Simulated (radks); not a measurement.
Values are calculated unless marked as measured or tabulated.
The nuclear charge of neutral krypton is varied continuously with 36 electrons held in [Kr]. Level of theory: scalar-relativistic Kohn-Sham, PBE, spin-polarised, spherical densities, finite nucleus; Fermi nuclear charge, rms radius 4.1884 fm (a radial shooting solver on a logarithmic mesh with Libxc functionals). By the Hellmann-Feynman theorem dE/dZ = E(electron-nucleus)/Z, the electronic potential at the nucleus (averaged over a nucleus of fixed radius). The scalar-relativistic energy here is not variational (the density holds large components alone), so the two differ by a part that grows with Z.

Z      E (hartree)  E(electron-nucleus)/Z (hartree)  HOMO  e(HOMO) (eV)  <r> HOMO (bohr)
35.75  -2743.64994                         -185.185    4p        -6.582            2.021
36     -2790.24145                         -186.943    4p        -9.247            1.946
36.25  -2837.27412                         -188.699    4p       -12.097            1.879
36.5   -2884.74765                         -190.454    4p       -15.119            1.819
36.75  -2932.66184                         -192.208    4p       -18.306            1.764
37     -2981.01659                         -193.962    4p       -21.651            1.714

The central difference of E at Z = 36 is -187.248 hartree, to compare with the third column; the second derivative is -7.06 hartree.
